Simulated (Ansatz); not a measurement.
`F[Si](F)(Cl)[GeH3]` + `N=C1O[SiH2]1` → `[GeH3]/[N]=C1\O[SiH2]1` + `F[SiH](F)Cl` at 600 K and 1 bar (cleavage of the Ge–Si bond).

Program: Ansatz. Geometries: PBE0-D4/def2-TZVP. ΔE: electronic, gas phase. CBS: MP2 limit from def2 TZ/QZ plus the TZ coupled-cluster correction, frozen cores. For Ge outer-core shells are correlated without core-valence functions, which leaves a few kJ/mol of doubt a bond. Scalar relativity is left out up to krypton. Each species was taken in one conformer, which may not be the lowest.

| species | CCSD(T)/CBS energy (Eh) | H − E (kJ/mol) | S (J/(mol·K)) |
| --- | --- | --- | --- |
| `F[Si](F)(Cl)[GeH3]` | -3026.54774 | 145.6 | 465.9 |
| `N=C1O[SiH2]1` | -458.76323 | 149.4 | 345.4 |
| `[GeH3]/[N]=C1\O[SiH2]1` | -2536.08022 | 205.7 | 456.9 |
| `F[SiH](F)Cl` | -949.23245 | 82.4 | 354.3 |

H − E and S are ideal-gas, rigid-rotor, harmonic terms from PBE0-D4/def2-TZVP, for one conformer and one mirror image of each species. 1 Eh = 2625.50 kJ/mol, R = 8.31446 J/(mol·K).

Problem. By hand: ΔE, ΔH, ΔS and ΔG.

Solution. ΔE = (-2536.08022) + (-949.23245) − (-3026.54774) − (-458.76323) = -0.00170 Eh = -4.5 kJ/mol. Δ(H − E) = 205.7 + 82.4 − 145.6 − 149.4 = -6.9, so ΔH = -11.4 kJ/mol. ΔS = 456.9 + 354.3 − 465.9 − 345.4 = -0.1 J/(mol·K). ΔG = -11.4 − 600 × (-0.1)/1000 = -11.3 kJ/mol.

Problem. By hand: the equilibrium constant, and the temperature at which ΔG would vanish if ΔH and ΔS stayed fixed.

Solution. log₁₀ K = −ΔG/(RT ln 10) = 1.0. ΔG = 0 at ΔH/ΔS = 114000 K, far beyond where these terms or the molecules hold.

The number of gas molecules stays the same, so ΔS is small and ΔH decides. A doubt of 5 kJ/mol in ΔE shifts log₁₀ K by 0.4 here. Other conformers and mirror images would add mixing entropy, several J/(mol·K) or more a flexible species. Modes under 60 cm⁻¹, often nearly free rotors, make the harmonic entropy too high. These are equilibria of isolated gas molecules and say nothing of rates. Largest T1 diagnostic: 0.017 (customary marks: 0.02 for closed shells, 0.045 for open ones).
